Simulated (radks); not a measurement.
Valence configurations of Cl III (all share [Ne]). Calculated with a radial shooting solver on a logarithmic mesh with Libxc functionals: non-relativistic Kohn-Sham, TPSS, spin-polarised, spherical densities, point nucleus; open shells are filled with parallel spins first; meta-GGA in the generalised Kohn-Sham scheme. Energies are relative to 3s2 3p3; eigenvalues in eV for spin up.

| valence | E (eV) | moment (Bohr magnetons) | e(3p) | e(3s) |
|---|---|---|---|---|
| 3s2 3p3 | 0.000 | 3 | -33.333 | -46.797 |
| 3p5 | 29.474 | 1 | -33.435 | - |
| 3s1 3p4 | 13.052 | 3 | -33.957 | -47.510 |
| 3s1.5 3p3.5 | 6.533 | 3 | -33.647 | -47.156 |
| 3s0.5 3p4.5 | 21.677 | 2 | -33.752 | -47.234 |

NIST lists [Ne] 3s2 3p3 as the ground configuration; this level of theory agrees among the configurations tried. The energies are those of spherical high-spin densities, not of single terms.
